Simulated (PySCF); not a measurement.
## Dipole polarisabilities along group 10

Calculated with PySCF 2.14 for the ground configurations, without spin-orbit coupling: coupled response for Hartree-Fock and DFT. Mean α in bohr³, C₆ of like pairs in atomic units.

```
                                                   species  α UHF  α PBE  α PBE0  α recommended (Schwerdtfeger and Nagle)  C₆ UHF  C₆ PBE  C₆ PBE0
         Ni [Ar] 3d8 4s2 (aug-cc-pwCVTZ, non-relativistic)  65.30  49.08   52.34                                   49 ± 3   575.2   392.1    427.4
        Pd [Kr] 4d10 (aug-cc-pwCVTZ-PP with ECP28MDF, ECP)  18.95  27.01   23.82                              26.14 ± 0.1   124.9   176.3    157.5
Pt [Xe] 4f14 5d9 6s1 (aug-cc-pwCVTZ-PP with ECP60MDF, ECP)  53.49  38.79   40.07                                   48 ± 4   493.3   372.0    379.4
```

Hartree-Fock lacks correlation. All values carry a basis error, and heavy open shells lack spin-orbit coupling.
